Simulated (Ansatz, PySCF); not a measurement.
C$_{6}$H$_{12}$BO$_{2}$ (SMILES CC1(C)O[B]OC1(C)C), doublet, geometry from GFN2-xTB. Base run: BHANDHLYP/6-31G* in PySCF.

PySCF was given this input:
```python
from pyscf import gto, scf, dft

mol = gto.Mole()
mol.atom = '''
    C     1.487109    1.205395   -0.616181
    C     0.774661   -0.074319   -0.170811
    C     1.278228   -1.247321   -1.005151
    O     1.146419   -0.294122    1.210154
    B     0.093936    0.018247    1.998085
    O    -1.028089    0.317107    1.306803
    C    -0.787332    0.071858   -0.098711
    C    -1.537322   -1.215149   -0.451888
    C    -1.367953    1.229892   -0.903367
    H     2.558595    1.065956   -0.492021
    H     1.184620    2.045166    0.004108
    H     1.278370    1.426115   -1.659184
    H     0.923671   -2.194056   -0.610474
    H     2.365032   -1.257414   -0.976972
    H     0.954268   -1.140708   -2.037436
    H    -2.592554   -1.072552   -0.230320
    H    -1.427161   -1.455017   -1.505678
    H    -1.177258   -2.043736    0.152487
    H    -0.978746    2.183358   -0.561010
    H    -1.142171    1.104209   -1.959376
    H    -2.447330    1.241428   -0.773547
'''
mol.basis = '6-31g*'
mol.charge = 0
mol.spin = 1
mol.verbose = 3
mol.build()

mf = dft.UKS(mol)
mf.xc = 'bhandhlyp'
mf.kernel()
```

The same geometry, method and basis name were run in Ansatz (a program for electronic structure) and PySCF, at each program's defaults and at the settings that a row names. The base is PySCF at its defaults. Differences at the defaults can come from grids, fitting, cores and function types together.

| code and settings | ΔE vs base (µEh) | basis functions | E (Eh) | SCF cycles | dipole (D) |
|---|---|---|---|---|---|
| PySCF, defaults (exact integrals, its default grid, spherical functions) | 0.0 | 150 | -410.94352 | 11 | 2.82 |
| Ansatz, defaults (factorised integrals, its default grid, Cartesian functions) | -3725 | 159 | -410.94725 | - | - |
| PySCF, density fitting with def2-universal-jkfit | 5.4 | 150 | -410.94352 | 11 | 2.82 |
| PySCF, fine grid | -0.1 | 150 | -410.94352 | 11 | 2.82 |
| Ansatz, high accuracy, Cartesian functions as the basis file defines them | -3729 | 159 | -410.94725 | - | - |

Open shells are given as the SCF converged; they aren't shown to be the lowest states, and a large step between rows can be another state.
